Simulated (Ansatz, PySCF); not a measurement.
Pulling on the B1–H2 bond in BH3O (SMILES BO) (multiplicity 1 held, fragments rigid). Energies count from the point at 1.192 Å.
Geometry at that point (charge 0, multiplicity 1):
| atom | x (Å) | y (Å) | z (Å) |
|---|---|---|---|
| B | -0.4484 | -0.5534 | 0.0610 |
| H | -0.3382 | -1.3375 | 0.9518 |
| H | -1.3024 | -0.6419 | -0.7734 |
| O | 0.4452 | 0.4596 | 0.0279 |
| H | 0.3210 | 1.0699 | -0.7069 |

R- and RO- levels are restricted; in cc, def2 and unpolarised 6-31G sets they are followed outwards from rest. Active spaces are followed from a long bond inwards. Levels need not reach the same state.

Cores are frozen in the correlated methods. Rows in 3-21G carry no dispersion term and start afresh at each structure.

The values were computed with Ansatz (a program for electronic structure); PySCF for 3-21G rows. Values without a source in brackets are computed.

What energy at R = 3.814 Å does CASSCF(2,2)/cc-pVTZ give?

4.24 eV

Predict the energy at R = 3.814 Å from R-wB97X-V/cc-pVTZ.

6.91 eV

Estimate the energy at R = 3.814 Å that R-HF/3-21G returns for this input.

8.13 eV

Doubts at one or more of the structures used: a restricted determinant that unrestricted orbitals would lower (R-HF/3-21G, R-wB97X-V/cc-pVTZ).
